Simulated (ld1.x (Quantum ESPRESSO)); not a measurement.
# mercury: excitation energies, all-electron against PAW

* Element: mercury
* Generator: ld1.x (Quantum ESPRESSO) 7.5
* Type: PAW
* Functional: PBE
* Relativity: fully relativistic
* Frozen core: [Kr] 4d10 4f14
* Valence charge: 20
* Reference configuration: 5s2 5p6 5d10 6s1 6p0 (charge +1)
* Partial waves: 5s (bound): rcut 1.20, rcutus 1.40 bohr; 6s (bound): rcut 1.20, rcutus 1.40 bohr; 5p (bound): rcut 1.65, rcutus 1.85 bohr; 6p (bound, empty): rcut 1.65, rcutus 1.85 bohr; 5d (bound): rcut 1.20, rcutus 1.45 bohr; 5d channel at -0.95 Ry: rcut 1.20, rcutus 1.45 bohr
* Local potential: all-electron potential smoothed inside 1.45 bohr (lloc = -2)
* Core correction: a·sin(br)/r model core, default radius (ld1.x builds one for every PAW set, though the input has nlcc=.false.)
* Augmentation charge: BESSEL, radius 1.10 bohr

Open shells are filled in proportion to 2j + 1 (rel_dist='average').

Energies are relative to the spin-unpolarised reference configuration 5s2 5p6 5d10 6s1 6p0; without spin polarisation the order of configurations can differ from experiment.

```tsv
valence configuration	charge	ΔE all-electron (eV)	error AE − PS (meV)
5s2 5p6 5d10 6s0 6p0	+2	18.985	+0.8
5s2 5p6 5d9 6s0 6p0	+3	54.515	-0.7
5s2 5p6 5d10 6s0 6p2	0	1.711	+6.5
5s1 5p6 5d10 6s2 6p0	+1	114.616	-49
5s2 5p6 5d9 6s2 6p0	+1	4.837	-0.4
```

Task: What are ΔE and the potential's error for 5s2 5p6 5d10 6s2 6p0?

Result: ΔE = -10.701 eV all-electron; the error (AE − PS) is +0.5 meV.

Task: What are ΔE and the potential's error for 5s2 5p6 5d10 6s1.5 6p0?

Result: ΔE = -6.338 eV all-electron; the error (AE − PS) is +0.3 meV.

Levels in the configuration 5s2 5p6 5d10 6s0 6p0:

```csv
level,all-electron (eV),pseudo (eV)
5s j=1/2,-137.076,-137.060
5p j=1/2,-99.097,-99.079
5p j=3/2,-80.860,-80.848
5d j=3/2,-29.943,-29.942
5d j=5/2,-28.021,-28.021
```

The ghost test of this file was not conclusive.
